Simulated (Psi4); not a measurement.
C$_{2}$H$_{8}$GaNO$_{2}$ (SMILES C[N](C)[Ga]([OH])[OH]), singlet, at a GFN2-xTB geometry (such geometries of metal compounds can be far from the true shape), atoms displaced at random by about 0.03 Å a coordinate; R2SCAN/STO-3G, gradient (Psi4 1.11).

Here is a job for Psi4.
```
memory 2 GB

molecule mol {
0 1
  Ga   -0.199707   -0.161797   -0.559220
  O    -0.106998   -1.850849   -1.088009
  H     0.200129   -2.533853   -0.601211
  O    -0.832174    0.794643   -1.704439
  H    -0.991367    1.837079   -1.730457
  N     0.584684    0.368286    1.048962
  C     0.898037   -0.475979    2.153402
  C     0.211057    1.740722    1.613958
  H     1.746929   -0.135523    2.679624
  H     0.109765   -0.619939    2.796519
  H     1.158213   -1.481406    1.696487
  H    -0.638462    1.639668    2.335422
  H     1.055350    2.188386    2.169640
  H    -0.050603    2.432999    0.768056
symmetry c1
no_reorient
no_com
}

set basis sto-3g
set reference rks

gradient('r2scan')
print_variables()
```

The log (banner, timings and long lists left out):

```
gradient() will perform analytic gradient computation.

   => Loading Basis Set <=

    Name: STO-3G
    Role: ORBITAL
    Keyword: BASIS

         ---------------------------------------------------------
                                   SCF
               by Justin Turney, Rob Parrish, Andy Simmonett
                          and Daniel G. A. Smith
                              RKS Reference
         ---------------------------------------------------------

  ==> Geometry <==

    Molecular point group: c1
    Full point group: C1

    Geometry (in Angstrom), charge = 0, multiplicity = 1:

       Center              X                  Y                   Z               Mass
    ------------   -----------------  -----------------  -----------------  -----------------
         GA          -0.199707000000    -0.161797000000    -0.559220000000    68.925573500000
         O           -0.106998000000    -1.850849000000    -1.088009000000    15.994914619570
         H            0.200129000000    -2.533853000000    -0.601211000000     1.007825032230
         O           -0.832174000000     0.794643000000    -1.704439000000    15.994914619570
         H           -0.991367000000     1.837079000000    -1.730457000000     1.007825032230
         N            0.584684000000     0.368286000000     1.048962000000    14.003074004430
         C            0.898037000000    -0.475979000000     2.153402000000    12.000000000000
         C            0.211057000000     1.740722000000     1.613958000000    12.000000000000
         H            1.746929000000    -0.135523000000     2.679624000000     1.007825032230
         H            0.109765000000    -0.619939000000     2.796519000000     1.007825032230
         H            1.158213000000    -1.481406000000     1.696487000000     1.007825032230
         H           -0.638462000000     1.639668000000     2.335422000000     1.007825032230
         H            1.055350000000     2.188386000000     2.169640000000     1.007825032230
         H           -0.050603000000     2.432999000000     0.768056000000     1.007825032230

  Running in c1 symmetry.

  Rotational constants: A =      0.13248  B =      0.06294  C =      0.04353 [cm^-1]
  Rotational constants: A =   3971.65050  B =   1886.80395  C =   1304.95026 [MHz]
  Nuclear repulsion =  488.735747191933513

  Charge       = 0
  Multiplicity = 1
  Electrons    = 74
  Nalpha       = 37
  Nbeta        = 37

  ==> Algorithm <==

  SCF Algorithm Type is DF.
  DIIS enabled.
  MOM disabled.
  Fractional occupation disabled.
  Guess Type is SAD.
  Energy threshold   = 1.00e-08
  Density threshold  = 1.00e-08
  Integral threshold = 1.00e-12

  ==> Primary Basis <==

  Basis Set: STO-3G
    Blend: STO-3G
    Number of shells: 31
    Number of basis functions: 51
    Number of Cartesian functions: 52
    Spherical Harmonics?: true
    Max angular momentum: 2

  ==> DFT Potential <==

   => LibXC <=

    Version 7.1.2
    S. Lehtola, C. Steigemann, M. J. T. Oliveira, and M. A. L. Marques,  SoftwareX 7, 1–5 (2018) (10.1016/j.softx.2017.11.002)

   => Composite Functional: R2SCAN <=

    r2SCAN Meta-GGA XC Functional  (0.1021/acs.jpclett.0c02405)
    J. W. Furness, A. D. Kaplan, J. Ning, J. P. Perdew, J. Sun  J. Phys. Chem. Lett.  11, 8208–8215, 2020

    Deriv               =              1
    GGA                 =           TRUE
    Meta                =           TRUE

    Exchange Hybrid     =          FALSE
    MP2 Hybrid          =          FALSE

   => Exchange Functionals <=

    1.0000   XC_MGGA_X_R2SCAN

   => Correlation Functionals <=

    1.0000   XC_MGGA_C_R2SCAN

   => LibXC Density Thresholds  <==

    XC_MGGA_C_R2SCAN:  1.00E-15
    XC_MGGA_X_R2SCAN:  1.00E-11

   => Molecular Quadrature <=

    Radial Scheme          =       TREUTLER
    Pruning Scheme         =           NONE
    Nuclear Scheme         =       TREUTLER

    Blocking Scheme        =         OCTREE
    BS radius alpha        =              1
[...]
  @DF-RKS Final Energy: -2184.69134178567128
    Total Energy =                      -2184.6913417856712840
[...]
         H            1.158213000000    -1.481406000000     1.696487000000     1.007825032230
         H           -0.638462000000     1.639668000000     2.335422000000     1.007825032230
         H            1.055350000000     2.188386000000     2.169640000000     1.007825032230
         H           -0.050603000000     2.432999000000     0.768056000000     1.007825032230

  Nuclear repulsion =  488.735747191933513

  ==> Basis Set <==

  Basis Set: STO-3G
    Blend: STO-3G
    Number of shells: 31
    Number of basis functions: 51
    Number of Cartesian functions: 52
    Spherical Harmonics?: true
    Max angular momentum: 2

  ==> DFJKGrad: Density-Fitted SCF Gradients <==

    Gradient:                    1
    J tasked:                  Yes
    K tasked:                   No
    wK tasked:                  No
    Integrals threads:           1
    Schwarz Cutoff:          1E-12
    Fitting Condition:       1E-10

   => Auxiliary Basis Set <=

  Basis Set: (STO-3G AUX)
    Blend: DEF2-UNIVERSAL-JKFIT
    Number of shells: 233
    Number of basis functions: 791
    Number of Cartesian functions: 988
    Spherical Harmonics?: true
    Max angular momentum: 5

  ==> DFT Potential <==

   => LibXC <=

    Version 7.1.2
    S. Lehtola, C. Steigemann, M. J. T. Oliveira, and M. A. L. Marques,  SoftwareX 7, 1–5 (2018) (10.1016/j.softx.2017.11.002)

   => Composite Functional: R2SCAN <=

    r2SCAN Meta-GGA XC Functional  (0.1021/acs.jpclett.0c02405)
    J. W. Furness, A. D. Kaplan, J. Ning, J. P. Perdew, J. Sun  J. Phys. Chem. Lett.  11, 8208–8215, 2020

    Deriv               =              1
    GGA                 =           TRUE
    Meta                =           TRUE

    Exchange Hybrid     =          FALSE
    MP2 Hybrid          =          FALSE

   => Exchange Functionals <=

    1.0000   XC_MGGA_X_R2SCAN

   => Correlation Functionals <=

    1.0000   XC_MGGA_C_R2SCAN

   => LibXC Density Thresholds  <==

    XC_MGGA_C_R2SCAN:  1.00E-15
    XC_MGGA_X_R2SCAN:  1.00E-11

   => Molecular Quadrature <=

    Radial Scheme          =       TREUTLER
    Pruning Scheme         =           NONE
    Nuclear Scheme         =       TREUTLER

    Blocking Scheme        =         OCTREE
    BS radius alpha        =              1
    Pruning alpha          =              1
    Radial Points          =             75
    Spherical Points       =            302
    Total Points           =         296629
    Total Blocks           =           2215
    Max Points             =            256
    Max Functions          =             47
    Weights Tolerance      =       1.00E-15

  -Total Gradient:
     Atom            X                  Y                   Z
    ------   -----------------  -----------------  -----------------
       1       -0.003808052775    -0.005419517083     0.000128710715
       2        0.068446635665    -0.191321515382     0.094601093896
       3       -0.060229584511     0.113601124077    -0.104680644768
       4       -0.016234720710     0.017933856547    -0.025167956660
       5       -0.012736096154     0.044210846166    -0.016493808949
       6        0.042632206616    -0.040646549526     0.083772037065
       7       -0.040355700810     0.069154457171     0.057940352272
       8        0.004128955366     0.007386112376     0.017651735856
       9       -0.034653507964    -0.015250394846    -0.026227743643
      10        0.056121613688     0.009924473613    -0.052569462866
      11        0.002938665653    -0.015360095413    -0.017485603409
      12       -0.002993473234    -0.005488123213     0.007574035618
      13       -0.003468074510     0.001960373535    -0.000118268876
      14        0.000432979778     0.009761947429    -0.014262714321

  Variable Map:
  ----------------------------------------------------------------------------
[...]
  Array Variable Map:
  ----------------------------------------------------------------------------
[...]
[...]
```
